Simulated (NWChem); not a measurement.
CH₃FOSe; SMILES O(C)[Se]F

```xyz
7

Se     0.4183    -0.5270     0.0549
F     -1.2527    -1.1807    -0.0838
O      0.1785     1.1357    -0.5773
C     -0.4332     2.0757     0.3174
H      0.0741     2.1007     1.3057
H     -0.3443     3.0664    -0.1716
H     -1.5073     1.8380     0.4664
```
Atoms are numbered in this order, from 1.

Program: NWChem. The geometry was optimised at PBE-D3(BJ)/def2-SVP. Ions are spin-unrestricted doublets at the neutral geometry; other ion states weren't tried. Functional: LC-ωPBE (HJS hole) with def2-SVP; rows give the range parameter ω in 1/bohr.

```json
[
 {"range parameter (1/bohr)": "0.05", "vertical ionisation energy, ΔSCF (eV)": "8.91", "−ε(HOMO) (eV)": "5.98", "ΔSCF minus −ε(HOMO) (eV)": "2.93"},
 {"range parameter (1/bohr)": "0.30", "vertical ionisation energy, ΔSCF (eV)": "9.28", "−ε(HOMO) (eV)": "8.83", "ΔSCF minus −ε(HOMO) (eV)": "0.45"},
 {"range parameter (1/bohr)": "0.35", "vertical ionisation energy, ΔSCF (eV)": "9.38", "−ε(HOMO) (eV)": "9.18", "ΔSCF minus −ε(HOMO) (eV)": "0.20"},
 {"range parameter (1/bohr)": "0.50", "vertical ionisation energy, ΔSCF (eV)": "9.63", "−ε(HOMO) (eV)": "9.94", "ΔSCF minus −ε(HOMO) (eV)": "-0.31"},
 {"range parameter (1/bohr)": "0.60", "vertical ionisation energy, ΔSCF (eV)": "9.74", "−ε(HOMO) (eV)": "10.26", "ΔSCF minus −ε(HOMO) (eV)": "-0.52"}
]
```
